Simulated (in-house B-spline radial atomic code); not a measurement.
A fraction x of an electron is moved 5p → 5d in Ho5+, starting from [Kr] 4d10 4f9 5s2 5p5 and keeping the highest spin. Method: scalar-relativistic (X2C) BHandHLYP, spin-polarised, spherical fractional occupations, Fermi nucleus of rms radius 5.2022 fm. Calculated with a B-spline radial code for spherical atoms.

Caution: exact exchange at fractional occupations of open shells leaves self-interaction of up to several eV.

| x | E(x) - E(0) (eV) | 5p down level (eV) | 5d up level (eV) |
| --- | --- | --- | --- |
| 0 | 0.0000 | -85.485 | - |
| 0.125 | 4.5107 | -85.233 | -49.469 |
| 0.25 | 8.9410 | -84.978 | -49.857 |
| 0.375 | 13.2908 | -84.718 | -50.242 |
| 0.5 | ? | ? | ? |
| 0.625 | ? | ? | ? |
| 0.75 | 25.8567 | -83.925 | -51.382 |
| 0.875 | 29.8844 | -83.656 | -51.756 |
| 1 | 33.8319 | -83.387 | -52.128 |

What belongs in the row x = 0.5?

An energy change of 17.5600 eV; 5p down at -84.456 eV, 5d up at -50.625 eV.

What belongs in the row x = 0.625?

An energy change of 21.7486 eV; 5p down at -84.191 eV, 5d up at -51.005 eV.

Check Janak's theorem between x = 0.125 and 0.25.

The slope of the energy is 35.44 eV; the orbital levels give 35.44 eV (ε of the receiving orbital less ε of the emptying one, averaged over the two points).
